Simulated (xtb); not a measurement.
xtb input (GFN1-xTB):

```bash
xtb mol.xyz --gfn 1 --opt tight --chrg 0 --uhf 0
```
mol.xyz:
```
8

Si    -0.09897798    -0.08319078    -0.34877666
Cl     0.45216596     0.38004449     1.59333350
O     -0.86295889     1.18805967    -1.01009602
O      1.22822907    -0.43167941    -1.21720337
O     -1.09251820    -1.36763063    -0.33536287
H     -0.42287490     2.04179908    -1.01249638
H      1.82396016    -1.11387712    -0.89742001
H     -1.88423062    -1.33400457     0.20741829
```

Output:

```
           -------------------------------------------------
          |                Calculation Setup                |
           -------------------------------------------------

           -------------------------------------------------
          |                 G F N 1 - x T B                 |
           -------------------------------------------------

        Reference                      10.1021/acs.jctc.7b00118
      * Hamiltonian:
        H0-scaling (s, p, d)           1.850000    2.250000    2.000000
        zeta-weighting                 0.000000
      * Dispersion:
        s8                             2.400000
        a1                             0.630000
        a2                             5.000000
        s9                             0.000000
      * Repulsion:
        kExp                           1.500000
        rExp                           1.000000
      * Coulomb:
        alpha                          2.000000
        third order                    atomic
        anisotropic                    false
      * Halogen bond correction:
        rad-scale                      1.300000
        damping                        0.440000

          ...................................................
          :                      SETUP                      :
          :.................................................:
          :  # basis functions                  38          :
          :  # atomic orbitals                  36          :
          :  # shells                           18          :
          :  # electrons                        32          :
          :  # halogen bonds                     3          :
          :  max. iterations                   250          :
          :  Hamiltonian                  GFN1-xTB          :
          :  restarted?                      false          :
          :  GBSA solvation                  false          :
          :  PC potential                    false          :
          :  electronic temp.          300.0000000     K    :
          :  accuracy                    1.0000000          :
          :  -> integral cutoff          0.2500000E+02      :
          :  -> integral neglect         0.1000000E-07      :
          :  -> SCF convergence          0.1000000E-05 Eh   :
          :  -> wf. convergence          0.2000000E-04 e    :
          :  Broyden damping             0.4000000          :
          :  net charge                          0          :
          :  unpaired electrons                  0          :
          ...................................................

 iter      E             dE          RMSdq      gap      omega  full diag
   1    -22.1960822 -0.221961E+02  0.783E+00    8.44       0.0  T
   2    -22.2049369 -0.885474E-02  0.454E+00    8.59       1.0  T
   3    -22.1951909  0.974607E-02  0.949E-01    8.43       1.0  T
   4    -22.2065991 -0.114082E-01  0.217E-01    8.47       1.0  T
   5    -22.2069310 -0.331867E-03  0.564E-02    8.45       1.0  T
   6    -22.2069419 -0.109298E-04  0.524E-03    8.47       6.7  T
   7    -22.2069421 -0.189040E-06  0.120E-03    8.47      29.6  T
[...]

    * Orbital Energies and Occupations

         #    Occupation            Energy/Eh            Energy/eV
      -------------------------------------------------------------
         1        2.0000           -0.8724880             -23.7416
       ...           ...                  ...                  ...
         4        2.0000           -0.7487499             -20.3745
         5        2.0000           -0.6395980             -17.4043
         6        2.0000           -0.5985023             -16.2861
         7        2.0000           -0.5984921             -16.2858
         8        2.0000           -0.5432139             -14.7816
         9        2.0000           -0.5334335             -14.5155
        10        2.0000           -0.5334264             -14.5153
        11        2.0000           -0.5141052             -13.9895
        12        2.0000           -0.5140950             -13.9892
        13        2.0000           -0.4900536             -13.3350
        14        2.0000           -0.4614239             -12.5560
        15        2.0000           -0.4386851             -11.9372
        16        2.0000           -0.4386767             -11.9370 (HOMO)
        17                         -0.1331559              -3.6234 (LUMO)
        18                         -0.1039586              -2.8289
        19                         -0.1038995              -2.8272
        20                         -0.0610007              -1.6599
        21                         -0.0353927              -0.9631
        22                         -0.0353821              -0.9628
        23                         -0.0030498              -0.0830
        24                         -0.0030471              -0.0829
        25                          0.0604684               1.6454
        26                          0.0915112               2.4901
        27                          0.0915932               2.4924
       ...                                ...                  ...
        36                          1.4687107              39.9657
      -------------------------------------------------------------
                  HL-Gap            0.3055208 Eh            8.3136 eV
             Fermi-level           -0.2859163 Eh           -7.7802 eV

  Mulliken/CM5 charges         n(s)   n(p)   n(d)
     1Si    0.61446  0.55785   0.721  1.307  1.357
     2Cl   -0.18578 -0.13931   1.895  5.304 -0.013
     3O    -0.49889 -0.67684   1.608  4.891  0.000
     4O    -0.49887 -0.67674   1.608  4.891  0.000
     5O    -0.49881 -0.67658   1.608  4.890  0.000
     6H     0.35598  0.53731   0.644  0.000  0.000
     7H     0.35596  0.53721   0.644  0.000  0.000
     8H     0.35595  0.53710   0.644  0.000  0.000

Wiberg/Mayer (AO) data.
largest (>0.10) Wiberg bond orders for each atom

 ---------------------------------------------------------------------------
     #   Z sym  total        # sym  WBO       # sym  WBO       # sym  WBO
 ---------------------------------------------------------------------------
     1  14 Si   5.300 --     5 O    1.352     4 O    1.352     3 O    1.352
                             2 Cl   1.203
     2  17 Cl   1.291 --     1 Si   1.203
     3   8 O    2.268 --     1 Si   1.352     6 H    0.848
     4   8 O    2.268 --     1 Si   1.352     7 H    0.848
     5   8 O    2.268 --     1 Si   1.352     8 H    0.848
     6   1 H    0.875 --     3 O    0.848
     7   1 H    0.875 --     4 O    0.848
     8   1 H    0.875 --     5 O    0.848
 ---------------------------------------------------------------------------

Topologies differ in total number of bonds
Writing topology from bond orders to xtbtopo.mol

 dipole moment from electron density (au)
     X       Y       Z
  -0.2395  -0.2015  -0.8413  total (Debye):    2.282

           -------------------------------------------------
          |                Geometry Summary                 |
           -------------------------------------------------

      molecular mass/u    :      114.5604733
   center of mass at/Å    :        0.0491143       0.0413456       0.1727279
  moments of inertia/u·Å² :        0.1281465E+03   0.2102061E+03   0.2102152E+03
rotational constants/cm⁻¹ :        0.1315496E+00   0.8019575E-01   0.8019225E-01

 * 7 selected distances

     #   Z          #   Z                                           value/Å
     1  14 Si       2  17 Cl                                      2.0503389 (max)
     1  14 Si       3   8 O                                       1.6074064
     1  14 Si       4   8 O                                       1.6073792
     1  14 Si       5   8 O                                       1.6073751
     3   8 O        6   1 H                                       0.9434405 (min)
     4   8 O        7   1 H                                       0.9436120
     5   8 O        8   1 H                                       0.9438508

 * 3 distinct bonds (by element types)

   Z      Z             #   av. dist./Å        max./Å        min./Å
   1 H    8 O           3     0.9436344     0.9438508     0.9434405
   8 O   14 Si          3     1.6073869     1.6074064     1.6073751
  14 Si  17 Cl          1     2.0503389     2.0503389     2.0503389

optimized geometry written to: xtbopt.xyz

           -------------------------------------------------
          | TOTAL ENERGY              -22.106769234407 Eh   |
          | GRADIENT NORM               0.000446394406 Eh/α |
          | HOMO-LUMO GAP               8.313643170069 eV   |
           -------------------------------------------------

------------------------------------------------------------------------
------------------------------------------------------------------------
 total:
 SCF:
Note: The following floating-point exceptions are signalling: IEEE_DENORMAL
normal termination of xtb
 ANC optimizer:
```
